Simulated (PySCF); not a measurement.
C4H5F3O.
Cartesian coordinates in Å at the GFN2-xTB level; atoms count from 1:
```
atom  x, y, z in Å
O1    -0.438   -1.501    0.797
C2    -0.099   -0.298    0.201
C3    -1.273    0.360   -0.498
F4    -0.932    1.472   -1.163
F5    -2.258    0.701    0.343
F6    -1.822   -0.477   -1.403
C7     1.270   -0.094   -0.392
C8     0.895    0.582    0.895
H9    -0.681   -2.153    0.125
H10    1.360    0.503   -1.286
H11    1.946   -0.933   -0.340
H12    0.718    1.646    0.893
H13    1.309    0.194    1.812
```

A PySCF run (density fitting, gas phase, GFN2-xTB geometry) gave HOMO -6.01 eV, LUMO 1.36 eV, dipole 1.91 D.

Question: Which of these levels was it?
A. LDA/3-21G
B. PBE0/def2-SVPD
C. BP86/def2-SVPD
D. PBE0/pcSseg-1

Answer: A. It is LDA/3-21G. All candidates on this geometry:

```tsv
level and settings	kind	basis functions	SCF cycles	E (Eh)	HOMO (eV)	LUMO (eV)	dipole (D)
BP86/def2-SVPD	GGA	212	15	-529.7995	-6.94	-0.09	2.17
LDA/3-21G, start guess vsap	LDA	82	13	-523.4401	-6.01	1.36	1.91
PBE0/def2-SVPD	global hybrid	212	13	-529.2651	-8.38	0.46	2.29
PBE0/pcSseg-1	global hybrid	161	12	-529.5785	-8.26	1.33	2.16
```

The nearest other candidate, by the summed differences of HOMO and LUMO, is PBE0/pcSseg-1: its HOMO differs by -2.25 eV and its LUMO by -0.03 eV. Cycle counts include a coarse-grid stage where the run had one.
